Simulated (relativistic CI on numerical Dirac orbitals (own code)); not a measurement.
**Ligand-field terms of d2**

Computed with a parametric ligand-field model of a d^n configuration (Racah B and C, spin-orbit zeta, crystal field), exact diagonalisation.

Field parameters in Wybourne normalisation: Oh B⁴₀ = 21Dq, B⁴₄ = √(5/14) B⁴₀. The field is a parameter set, without covalency.

B = 380 cm⁻¹, C = 1440 cm⁻¹ (C/B = 3.79), Oh, no spin-orbit coupling. Tanabe-Sugano data, E/B above the lowest term (Δ = |10Dq|; b, c mark the second and third term of a kind):

```csv
Δ/B,3T1,3T2,3A2,1T2,1E,1A1
1.0,0.00,0.81,1.81,12.93,13.39,20.56
5.0,0.00,4.22,9.22,13.80,14.62,23.94
9.0,0.00,7.82,16.82,14.10,14.72,26.43
13.0,0.00,11.53,24.53,14.18,14.64,28.17
17.0,0.00,15.32,32.32,14.18,14.54,29.37
21.0,0.00,19.16,40.16,14.15,14.44,30.21
25.0,0.00,23.03,48.03,14.12,14.36,30.82
29.0,0.00,26.92,55.92,14.08,14.29,31.27
33.0,0.00,30.84,63.84,14.05,14.24,31.61
37.0,0.00,34.77,71.77,14.02,14.18,31.89
41.0,0.00,38.71,79.71,13.99,14.14,32.10
45.0,0.00,42.66,87.66,13.97,14.10,32.28
```

The ground term stays 3T1.
